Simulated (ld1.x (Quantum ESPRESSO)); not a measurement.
**What one change does to a pseudopotential (indium (In), PAW)**

| Quantity | Value |
| --- | --- |
| Element | In (Z = 49) |
| Generator | ld1.x (Quantum ESPRESSO) 7.5 |
| Type | PAW |
| Functional | PBE |
| Relativity | scalar-relativistic |
| Frozen core | [Kr] |
| Valence charge | 13 |
| Reference configuration | 4d10 5s2 5p1 |
| Partial waves | 5s (bound): rcut 1.95, rcutus 2.20 bohr; 5s channel at 0.35 Ry: rcut 1.95, rcutus 2.20 bohr; 5p (bound): rcut 1.95, rcutus 2.30 bohr; 5p channel at 0.35 Ry: rcut 1.95, rcutus 2.30 bohr; 4d (bound): rcut 1.25, rcutus 1.70 bohr; 4d channel at -0.3 Ry: rcut 1.25, rcutus 1.70 bohr |
| Local potential | all-electron potential smoothed inside 1.35 bohr (lloc = -2) |
| Core correction | Bessel-smoothed model core inside 1.55 bohr |
| Augmentation charge | BG, radius 1.20 bohr |

Change: waves 5p (bound): rcut 1.95, rcutus 2.22 bohr; 5p channel at 0.35 Ry: rcut 1.95, rcutus 2.22 bohr.

Cutoffs: the cutoffs (Ry, on a coarse ladder) from which the occupation-weighted sum of valence levels, in a spherical-Bessel basis at the reference potential, stays within 10 and 1 mRy of its value at 400 Ry; they do not see the model core or the augmentation charge, which bear on the density cutoff. Errors are all-electron minus pseudo energies relative to the spin-unpolarised reference configuration.

Task: How do hardness, ghosts and transferability respond?

Result: The potential gets neither clearly harder nor softer (40 Ry and 70 Ry → 40 Ry and 70 Ry); of the 7 tests that both files solve, the error grows in 1 and shrinks in 0 by more than 15 % and 0.3 meV (median size 5.1 → 5.8 meV); neither file shows a bound ghost.

| quantity | base | changed |
| --- | --- | --- |
| cutoff, loose | 40 Ry | 40 Ry |
| cutoff, tight | 70 Ry | 70 Ry |
| bound ghosts | none | none |
| error for 4d10 5s2 5p0, meV [ΔE 5.36 eV] | -1.4 | -1.4 |
| error for 4d10 5s1 5p0, meV [ΔE 24.60 eV] | +8.6 | +7.8 |
| error for 4d10 5s0 5p0, meV [ΔE 52.92 eV] | -8.7 | -9.1 |
| error for 4d9 5s0 5p0, meV [ΔE 109.31 eV] | -243 | -243 |
| error for 4d10 5s1 5p2, meV [ΔE 5.84 eV] | +5.1 | +5.8 |
| error for 4d10 5s2 5p1.3, meV [ΔE -0.53 eV] | 0.0 | 0.0 |
| error for 4d10 5s0 5p3, meV [ΔE 11.95 eV] | +0.7 | +1.5 |
| lowest overlap eigenvalue by channel | s 0.36, p 0.53, d 0.94 | s 0.36, p 0.56, d 0.94 |

Base: ld1.x warns that Blöchl-style (BG) augmentation functions are not a good idea. Changed file: ld1.x warns that Blöchl-style (BG) augmentation functions are not a good idea.
